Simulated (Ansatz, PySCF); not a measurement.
This PySCF input computes a PBE0/def2-TZVPD energy:

```python
from pyscf import gto, scf, dft

mol = gto.M(
    atom='''
    Ge   -0.13787901   -0.70653447   -0.11847276
    O     1.70995650   -0.50860189   -0.37761207
    Cl   -0.66448713    1.62851734    0.29063880
    H    -0.04865765   -0.97579602    1.49866258
    H     2.07741535   -0.03108058    0.37250271
    ''',
    basis='def2-tzvpd',
    charge=-1,
    spin=0,
    verbose=4,
)

mf = dft.RKS(mol, xc='pbe0').density_fit(auxbasis='def2-universal-jkfit')
mf.grids.level = 3
mf.conv_tol = 1e-9
mf.max_cycle = 100
mf.max_memory = 1500
mf.kernel()
if not mf.converged:
    mf = mf.newton()
    mf.kernel(mf.make_rdm1())
mf.analyze()
```

Question: Write an input for the same energy in Ansatz (a quantum-chemistry and plane-wave program) and say what it gives.

Answer: 
Ansatz 0.2 input:
```yaml
crystal:
  periodic: [false, false, false]
  atoms:
    - {symbol: Ge, position_ang: [-0.13787901, -0.70653447, -0.11847276]}
    - {symbol: O, position_ang: [1.70995650, -0.50860189, -0.37761207]}
    - {symbol: Cl, position_ang: [-0.66448713, 1.62851734, 0.29063880]}
    - {symbol: H, position_ang: [-0.04865765, -0.97579602, 1.49866258]}
    - {symbol: H, position_ang: [2.07741535, -0.03108058, 0.37250271]}
basis:
  gaussian:
    orbitals: def2-TZVPD
hamiltonian:
  xc: {name: PBE0}
total_charge: -1
output: {forces: true}
```
It gives -2613.30098 Eh, and PySCF -2613.30105 Eh, a difference of 0.07 mEh, from the treatment of integrals and grids.

It need not be the lowest isomer of its formula. Whether it binds its extra electron was not tested at this geometry.
